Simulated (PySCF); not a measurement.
PySCF input (BP86/def2-TZVPD):

```python
from pyscf import gto, scf, dft

mol = gto.M(
    atom='''
    Br   -0.00000000   -0.00000000   -1.76654860
    B     0.00000000    0.00000000    0.00000000
    Br    0.00000000    0.00000000    1.76654860
    ''',
    basis='def2-tzvpd',
    charge=1,
    spin=0,
    verbose=4,
)

mf = dft.RKS(mol, xc='bp86').density_fit(auxbasis='def2-universal-jkfit')
mf.grids.level = 3
mf.conv_tol = 1e-9
mf.max_cycle = 100
mf.max_memory = 1500
mf.kernel()
if not mf.converged:
    mf = mf.newton()
    mf.kernel(mf.make_rdm1())
mf.analyze()
```

Output:

```
PySCF version 2.14.0

[INPUT] verbose = 4
[INPUT] num. atoms = 3
[INPUT] num. electrons = 74
[INPUT] charge = 1
[INPUT] spin (= nelec alpha-beta = 2S) = 0
[INPUT] symmetry False subgroup None
[INPUT] Mole.unit = angstrom
[INPUT] Symbol           X                Y                Z      unit          X                Y                Z       unit  Magmom
[INPUT]  1 Br     0.000000000000   0.000000000000  -1.766548600000 AA    0.000000000000   0.000000000000  -3.338293039734 Bohr   0.0
[INPUT]  2 B      0.000000000000   0.000000000000   0.000000000000 AA    0.000000000000   0.000000000000   0.000000000000 Bohr   0.0
[INPUT]  3 Br     0.000000000000   0.000000000000   1.766548600000 AA    0.000000000000   0.000000000000   3.338293039734 Bohr   0.0

nuclear repulsion = 288.321003741703
number of shells = 51
number of NR pGTOs = 276
number of NR cGTOs = 151
basis = def2-tzvpd
ecp = {}

******** <class 'pyscf.df.df_jk.DFRKS'> ********
method = DFRKS
initial guess = minao
damping factor = 0
level_shift factor = 0
DIIS = <class 'pyscf.scf.diis.CDIIS'>
diis_start_cycle = 1
diis_space = 8
diis_damp = 0
SCF conv_tol = 1e-09
SCF conv_tol_grad = None
SCF max_cycles = 100
direct_scf = False
XC library pyscf.dft.libxc version 7.1.2
    S. Lehtola, C. Steigemann, M. J. T. Oliveira, and M. A. L. Marques,  SoftwareX 7, 1–5 (2018)
XC functionals = bp86
    A. D. Becke,  Phys. Rev. A 38, 3098 (1988)
    J. P. Perdew,  Phys. Rev. B 33, 8822 (1986)
    J. P. Perdew,  Phys. Rev. B 34, 7406–7406 (1986)
radial grids:
    Treutler-Ahlrichs [JCP 102, 346 (1995); DOI:10.1063/1.469408] (M4) radial grids

becke partition: Becke, JCP 88, 2547 (1988); DOI:10.1063/1.454033
pruning grids: <function nwchem_prune>
grids dens level: 3
symmetrized grids: False
atomic radii adjust function: <function treutler_atomic_radii_adjust>
small_rho_cutoff = 0
Set gradient conv threshold to 3.16228e-05
Initial guess from minao.
tot grids = 54896
init E= -5172.0809019936
  HOMO = -0.312883988656803  LUMO = -0.110435478301285  gap/eV = 5.50890
cycle= 1 E= -5173.41185335706  delta_E= -1.33  |g|= 0.608  |ddm|= 2.28
  HOMO = -0.559784499946131  LUMO = -0.376503408482287  gap/eV = 4.98733
cycle= 2 E= -5173.41136442328  delta_E= 0.000489  |g|= 0.549  |ddm|= 0.941
  HOMO = -0.531304657244154  LUMO = -0.3268064160207  gap/eV = 5.56468
cycle= 3 E= -5173.43320401203  delta_E= -0.0218  |g|= 0.177  |ddm|= 0.463
  HOMO = -0.529228732767168  LUMO = -0.337271870322972  gap/eV = 5.22341
[...]
cycle= 9 E= -5173.44249700481  delta_E= -5.09e-11  |g|= 5.54e-07  |ddm|= 1.37e-05
  HOMO = -0.527751772954254  LUMO = -0.333311223003609  gap/eV = 5.29100
Extra cycle  E= -5173.4424970048  delta_E= 6.37e-12  |g|= 1.46e-06  |ddm|= 1.56e-06
converged SCF energy = -5173.4424970048
**** SCF Summaries ****
Total Energy =                       -5173.442497004799407
Nuclear Repulsion Energy =             288.321003741702953
One-electron Energy =                -7752.044291952526692
Two-electron Energy =                 2290.280791206024332
Two-electron Coulomb Energy =         2477.208302753456337
DFT Exchange-Correlation Energy =     -186.927511547432232
HOMO-LUMO gap [eV] =                     5.290996862648093
**** MO energy ****
MO #1   energy= -481.433623599444  occ= 2
MO #2   energy= -481.433621568103  occ= 2
MO #3   energy= -62.1233520159455  occ= 2
MO #4   energy= -62.1233448732527  occ= 2
MO #5   energy= -56.0363969391872  occ= 2
MO #6   energy= -56.0363747212729  occ= 2
MO #7   energy= -56.0341219517457  occ= 2
MO #8   energy= -56.0341219517456  occ= 2
MO #9   energy= -56.0341107451908  occ= 2
MO #10  energy= -56.0341107451907  occ= 2
MO #11  energy= -8.6970811488174   occ= 2
MO #12  energy= -8.69707491504211  occ= 2
MO #13  energy= -6.89506903996654  occ= 2
MO #14  energy= -6.57206850511409  occ= 2
MO #15  energy= -6.57206781811724  occ= 2
MO #16  energy= -6.56493343474391  occ= 2
MO #17  energy= -6.56493343474388  occ= 2
MO #18  energy= -6.56493203715202  occ= 2
MO #19  energy= -6.56493203715201  occ= 2
MO #20  energy= -2.77619841611213  occ= 2
MO #21  energy= -2.7761725571697   occ= 2
MO #22  energy= -2.77362353829982  occ= 2
MO #23  energy= -2.7736235382998   occ= 2
MO #24  energy= -2.77361992197672  occ= 2
MO #25  energy= -2.77361992197666  occ= 2
MO #26  energy= -2.76826135961523  occ= 2
MO #27  energy= -2.7682610853098   occ= 2
MO #28  energy= -2.76825211734464  occ= 2
MO #29  energy= -2.7682518429869   occ= 2
MO #30  energy= -1.01337104453739  occ= 2
MO #31  energy= -0.99961408801078  occ= 2
MO #32  energy= -0.694013216230335 occ= 2
MO #33  energy= -0.638124521284102 occ= 2
MO #34  energy= -0.571726193977061 occ= 2
MO #35  energy= -0.571726193977043 occ= 2
MO #36  energy= -0.527751772954257 occ= 2
MO #37  energy= -0.527751772954254 occ= 2
MO #38  energy= -0.333311223003609 occ= 0
MO #39  energy= -0.333311223003588 occ= 0
MO #40  energy= -0.266606471462383 occ= 0
MO #41  energy= -0.166817267913661 occ= 0
MO #42  energy= -0.133819490693695 occ= 0
MO #43  energy= -0.121399116064896 occ= 0
MO #44  energy= -0.106408307896116 occ= 0
MO #45  energy= -0.106408307896107 occ= 0
MO #46  energy= -0.10458623845315  occ= 0
MO #47  energy= -0.104585662116731 occ= 0
MO #48  energy= -0.0895103026079372 occ= 0
MO #49  energy= -0.0805922824166889 occ= 0
MO #50  energy= -0.0805922824166734 occ= 0
MO #51  energy= -0.0480915273482706 occ= 0
MO #52  energy= -0.0480908817920644 occ= 0
MO #53  energy= -0.0242317662935991 occ= 0
MO #54  energy= -0.0189623412429018 occ= 0
MO #55  energy= -0.0123336500001478 occ= 0
MO #56  energy= -0.0123336500001272 occ= 0
MO #57  energy= 0.0110513916500813 occ= 0
MO #58  energy= 0.0110513916500902 occ= 0
MO #59  energy= 0.0282948450509934 occ= 0
MO #60  energy= 0.0438415923741457 occ= 0
MO #61  energy= 0.0438415923743046 occ= 0
MO #62  energy= 0.0584625167927038 occ= 0
MO #63  energy= 0.058462516792751  occ= 0
MO #64  energy= 0.0725844590721312 occ= 0
MO #65  energy= 0.0725931160136972 occ= 0
MO #66  energy= 0.0916696617691552 occ= 0
MO #67  energy= 0.0967611467943319 occ= 0
MO #68  energy= 0.149933186050109  occ= 0
MO #69  energy= 0.18322029756973   occ= 0
MO #70  energy= 0.183220499648976  occ= 0
MO #71  energy= 0.194866559682012  occ= 0
MO #72  energy= 0.210466945339813  occ= 0
MO #73  energy= 0.21046694533983   occ= 0
MO #74  energy= 0.226834083822417  occ= 0
MO #75  energy= 0.226835520955675  occ= 0
MO #76  energy= 0.278293625374054  occ= 0
MO #77  energy= 0.278293625374085  occ= 0
MO #78  energy= 0.302055297014823  occ= 0
MO #79  energy= 0.304696249086192  occ= 0
MO #80  energy= 0.321946634582944  occ= 0
MO #81  energy= 0.32194663458344   occ= 0
MO #82  energy= 0.350567230429572  occ= 0
MO #83  energy= 0.350572043649852  occ= 0
MO #84  energy= 0.376054911305131  occ= 0
MO #85  energy= 0.37605491130516   occ= 0
MO #86  energy= 0.428803589409657  occ= 0
MO #87  energy= 0.464438784520127  occ= 0
MO #88  energy= 0.60784847896331   occ= 0
MO #89  energy= 0.607848478963345  occ= 0
MO #90  energy= 0.678118227584899  occ= 0
MO #91  energy= 0.678118227584926  occ= 0
MO #92  energy= 0.68937515349673   occ= 0
MO #93  energy= 0.755932797790395  occ= 0
MO #94  energy= 0.906003805853898  occ= 0
MO #95  energy= 1.01178176120809   occ= 0
MO #96  energy= 1.01178196365168   occ= 0
MO #97  energy= 1.07058590047284   occ= 0
MO #98  energy= 1.08233329296011   occ= 0
MO #99  energy= 1.08233329296012   occ= 0
MO #100 energy= 1.14295551843696   occ= 0
MO #101 energy= 1.14917458953942   occ= 0
MO #102 energy= 1.14917458953943   occ= 0
MO #103 energy= 1.16781153581157   occ= 0
MO #104 energy= 1.16781153581159   occ= 0
MO #105 energy= 1.17123753939392   occ= 0
MO #106 energy= 1.18847254020527   occ= 0
MO #107 energy= 1.18847254020527   occ= 0
[...]
```
